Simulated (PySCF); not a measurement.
Compound: C6H7O2 (doublet state).
Atom-mapped SMILES: `[CH:1]#[C:2][C:3](=[O:4])[O:5][CH2:6][CH:7][CH3:8]` (hydrogens: H9 on C1; H10, H11 on C6; H12 on C7; H13, H14, H15 on C8)

Structure used (GFN2-xTB), in Å, numbered top down from 1:
```xyz
15
C6H7O2 angstrom
C      3.5665    0.3078    1.3366
C      2.5460   -0.1139    0.8683
C      1.3156   -0.6741    0.3520
O      0.7490   -1.6150    0.8458
O      0.9276   -0.0086   -0.7324
C     -0.3255   -0.4266   -1.3554
C     -1.4794    0.2790   -0.7711
C     -2.2417   -0.2856    0.3565
H      4.4599    0.6883    1.7377
H     -0.1783   -0.1736   -2.4085
H     -0.4134   -1.5100   -1.2238
H     -1.6205    1.3155   -1.0292
H     -1.8285    0.0442    1.3190
H     -2.2027   -1.3731    0.3511
H     -3.2791    0.0481    0.3315
```

The hyperfine couplings belong to this conformer and change with its torsions.

Computed with UKS B3LYP, pcH-1 on C H O, non-relativistic, mean-field spin-orbit, GIAO (PySCF 2.14.0). One conformer (not necessarily the lowest) at the GFN2-xTB geometry, without solvent, vibrations or thermal averaging. GFN2-xTB frequencies show an imaginary mode (49i cm⁻¹), so this geometry is no minimum at that level. A GFN2-xTB geometry isn't a minimum of the functional, and hyperfine couplings can be far from their values at a DFT geometry. Stability of the SCF solution: not tested.

Question: Match the computed a_iso(13C) values +99.4, -31.4, -10.2, +8.0, -1.5, +1.1 MHz with the sites C1; C2; C3; C6; C7; C8.

Answer: 
```json
{"site": "C1", "a_iso (MHz)": "+1.1", "ρ(0) (bohr⁻³)": "+0.0010", "position": "5 bonds from C7", "distance from C7 (Å)": "5.47", "spin population": "0.00", "largest |T| (MHz)": "0.6"}
{"site": "C2", "a_iso (MHz)": "+8.0", "ρ(0) (bohr⁻³)": "+0.0071", "position": "4 bonds from C7", "distance from C7 (Å)": "4.36", "spin population": "0.00", "largest |T| (MHz)": "1.1"}
{"site": "C3", "a_iso (MHz)": "-1.5", "ρ(0) (bohr⁻³)": "-0.0014", "position": "3 bonds from C7", "distance from C7 (Å)": "3.16", "spin population": "0.00", "largest |T| (MHz)": "1.2"}
{"site": "C6", "a_iso (MHz)": "-10.2", "ρ(0) (bohr⁻³)": "-0.0091", "position": "1 bond from C7", "distance from C7 (Å)": "1.47", "spin population": "-0.04", "largest |T| (MHz)": "2.6"}
{"site": "C7", "a_iso (MHz)": "+99.4", "ρ(0) (bohr⁻³)": "+0.0884", "position": "largest spin population", "distance from C7 (Å)": "0.00", "spin population": "+1.00", "largest |T| (MHz)": "157.6"}
{"site": "C8", "a_iso (MHz)": "-31.4", "ρ(0) (bohr⁻³)": "-0.0280", "position": "1 bond from C7", "distance from C7 (Å)": "1.47", "spin population": "-0.08", "largest |T| (MHz)": "2.9"}
```

Question: The isotropic 1H couplings, averaged over equivalent nuclei, are +81.8, -58.7, +19.4, -0.1 MHz. Assign them to H9; H10/H11; H12; H13/H14/H15.

Answer: 
| site | a_iso (MHz) | ρ(0) (bohr⁻³) | position | distance from C7 (Å) | bound to | spin population there | largest \|T\| (MHz) |
| --- | --- | --- | --- | --- | --- | --- | --- |
| H9 | -0.1 | 0.0000 | 6 bonds from C7 | 6.46 | C1 | 0.00 | 0.8 |
| H10/H11 | +19.4 | +0.0043 | β, 2 bonds from C7 | 2.14 | C6 | -0.04 | 9.8 |
| H12 | -58.7 | -0.0131 | α, 1 bond from C7 | 1.08 | C7 | +1.00 | 38.5 |
| H13/H14/H15 | +81.8 | +0.0183 | β, 2 bonds from C7 | 2.13 | C8 | -0.08 | 8.9 |

ρ(0) is the spin density at the nucleus and T the dipolar tensor; entries for several nuclei are means. The Mulliken spin populations are largest on C7 (+1.00), C8 (-0.08) and H13 (+0.07). C7 is the only atom above +0.15. The angles at C7 add up to 358.6°, so it is planar; its axial dipolar tensor and the negative coupling of its proton fit spin in a p orbital normal to that plane.

The spin density at the nucleus, in bohr⁻³, is negative for C8 (-0.0280), H12 (-0.0131) and C6 (-0.0091), for instance. A restricted open-shell determinant has no negative spin density anywhere; here it arises because α and β orbitals differ (spin polarisation).

Nuclei that the bonding pattern makes equivalent are averaged, as if the motion that swaps them (rotation, inversion, ring flip) were fast. The three 1H nuclei of mean +81.8 MHz run from 23.2 to 164.6 MHz in the frozen geometry. The 1H value of +19.4 MHz is a mean of couplings from 8.4 to 30.4 MHz in this one geometry, not an average over conformers.
